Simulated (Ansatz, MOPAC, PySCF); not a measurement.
Species: CH2BO, charge -1, multiplicity 1. SMILES: C(#[O+])[BH2-2]
Structure (B3LYP-D3(BJ)/def2-TZVP (Ansatz, a first-principles code) minimum search):
```xyz
5

B     -0.2386    -0.0020    -1.3285
H     -0.3404     1.0530    -1.8994
H     -0.3412    -1.0587    -1.8961
C      0.0133     0.0001     0.0739
O      0.2244     0.0019     1.2493
```
Charge -1, spin multiplicity 1.

Unscaled harmonic wavenumbers (cm⁻¹) in rising order, each level at the stationary point that it reaches from this structure (no distance between atoms moves by over 0.3 Å); the order of modes can differ between levels, and a negative number is imaginary. B3LYP-D3(BJ)/def2-TZVP (PySCF, at the structure above): 359, 466, 556, 827, 947, 1161, 1923, 2490, 2541.

AM1 (MOPAC): -377, 365, 655, 925, 1103, 1308, 2291, 3223, 3277. Zero-point energy 18.8 against 16.1 kcal/mol; where all levels lie over 400 cm⁻¹, the wavenumbers are on average 1.195 times those of B3LYP-D3(BJ)/def2-TZVP. This level finds the structure a saddle point. The zero-point energy leaves imaginary modes out.

PM6 (MOPAC): 350, 370, 590, 878, 1039, 1233, 2085, 2942, 3021. Zero-point energy 17.9 against 16.1 kcal/mol; where all levels lie over 400 cm⁻¹, the wavenumbers are on average 1.105 times those of B3LYP-D3(BJ)/def2-TZVP.

B3LYP/6-31G* (Ansatz): 365, 466, 574, 838, 962, 1180, 1957, 2500, 2544. Zero-point energy 16.3 against 16.1 kcal/mol; where all levels lie over 400 cm⁻¹, the wavenumbers are on average 1.014 times those of B3LYP-D3(BJ)/def2-TZVP.
